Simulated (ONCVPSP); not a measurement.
## Before and after: ONCV potential for Au

ONCVPSP 4.0.1 input, shortened (lines: element, Z, core and valence counts, functional; n l f; lmax; l rc ep ncon nbas qcut; lloc lpopt rc5 dvloc0; l nproj debl; icmod fcfact rcfact), LDA (Perdew-Zunger), scalar-relativistic:

```
  Au 79.00   10    4        3      upf
    1    0    2.00
    2    0    2.00
    2    1    6.00
    3    0    2.00
    3    1    6.00
    3    2   10.00
    4    0    2.00
    4    1    6.00
    4    2   10.00
    4    3   14.00
    5    0    2.00
    5    1    6.00
    5    2   10.00
    6    0    1.00
    2
    0    1.55    0.00    4    8    8.80
    1    1.20    0.00    4    8    7.50
    2    1.75    0.00    5    9   10.80
    4    5    0.90   -1.00
    0    2    3.50
    1    1    2.70
    2    1    1.80
    3    5.00    1.45
```

All-electron outer shells of the reference configuration (LDA (Perdew-Zunger), scalar-relativistic, ld1.x):

| shell | level (eV) | outermost node (bohr) | outermost maximum (bohr) |
| --- | --- | --- | --- |
| 5s | -108.78 | 0.48 | 0.84 |
| 4f | -81.59 | – | 0.37 |
| 5p | -60.06 | 0.52 | 0.96 |
| 5d | -7.12 | 0.56 | 1.21 |
| 6s | -6.09 | 1.11 | 2.32 |

Change: local potential polynomial inside 1.00 bohr (lpopt 5, dvloc0 3 Ha).

Cutoffs: the cutoffs (Ha) at which the residual kinetic energy of the hardest occupied pseudo-wave falls to 1 and 0.1 mHa per electron; they do not see the model core or the augmentation charge, which bear on the density cutoff. Errors are all-electron minus pseudo energies relative to the spin-unpolarised reference configuration.

Problem. What does the change do?

Solution. The potential gets neither clearly harder nor softer (80 Ha and 140 Ha → 80 Ha and 140 Ha); the bound ghost in s disappears; the lowest positive-energy flag moves from p at 41.5 eV to s at 140.3 eV; of the 4 tests that both files solve, the error grows in 2 and shrinks in 1 by more than 15 % and 0.3 meV (median size 4.7 → 6.3 meV); the range in which the p phases agree widens (upper end 0.3 → 1.9). In the separable form a ghost depends on how the local part lies against the semilocal potential of the channel, so the choice of the local part can create or remove one.

```csv
quantity,base,changed
"cutoff, loose",80 Ha,80 Ha
"cutoff, tight",140 Ha,140 Ha
bound ghosts,s,none
GHOST(+) flags under 300 eV,p at 41.5 eV,s at 140.3 eV
"error for 5s2 5p6 5d10 6s0, meV [ΔE 9.77 eV]",-4.9,-5.0
"error for 5s2 5p6 5d9 6s0, meV [ΔE 31.28 eV]",-4.5,-5.3
"error for 5s2 5p6 5d8 6s0, meV [ΔE 65.44 eV]",-3.8,-7.3
"error for 5s2 5p6 5d9 6s1 6p1, meV [ΔE 7.52 eV]",+280,+94
s: phases at 1.58 bohr within 0.05 rad from the reference energy up to (Ha; the scan ends near 5),to the end of the scan,4.7
p: phases at 1.22 bohr within 0.05 rad from the reference energy up to (Ha; the scan ends near 5),0.3,1.9
d: phases at 1.78 bohr within 0.05 rad from the reference energy up to (Ha; the scan ends near 5),2.4,2.6
"rms error of d²Exc/dni dnj with the model core, mHa",0.60,0.59
```

 A true bound ghost makes a file unfit for plane-wave use even where its test errors are small: the radial tests pick states by their node count and pass the ghost by.
